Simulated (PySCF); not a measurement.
## C₆ coefficients of unlike pairs at TPSSh

Calculated with PySCF 2.14 from the dipole response of each species, C₆(A,B) = (3/π) ∫ α_A(iu) α_B(iu) du, in atomic units, from isotropic polarisabilities. For ions this is the dispersion term alone; charge-induced terms of lower order in 1/R come first.

| species | configuration | basis | relativity | α (bohr³) | C₆ (like pair) |
| --- | --- | --- | --- | --- | --- |
| Al²⁺ | [Ne] 3s1 (2S) | aug-cc-pCVTZ-DK (8s7p5d3f) | spin-free X2C | 14.67 | 40.90 |
| Cd | [Kr] 4d10 5s2 (1S) | def2-TZVPPD with the def2 core potential (28 electrons) (6s4p3d2f1g) | core potential | 48.24 | 415.7 |
| Mg | [Ne] 3s2 (1S) | aug-cc-pCVQZ-DK (10s9p7d5f3g) | spin-free X2C | 77.36 | 716.4 |
| Xe³⁺ | [Kr] 4d10 5s2 5p3 (4S) | def2-QZVPPD with the def2 core potential (28 electrons) (8s7p5d4f1g) | core potential | 9.497 | 56.68 |

(1) Estimate C₆ for Mg with Cd.

No spin-orbit coupling is included.

The other pairs:

```json
{"pair": "Cd, Al²⁺", "C₆": "130.1"}
{"pair": "Xe³⁺, Al²⁺", "C₆": "41.27"}
{"pair": "Mg, Al²⁺", "C₆": "166.7"}
{"pair": "Xe³⁺, Cd", "C₆": "134.5"}
{"pair": "Xe³⁺, Mg", "C₆": "149.4"}
```

Results:

(1) The integral gives 530.0. The combination rule 2 C_A C_B / (C_A α_B/α_A + C_B α_A/α_B) gives 535.0 and the geometric mean 545.8.
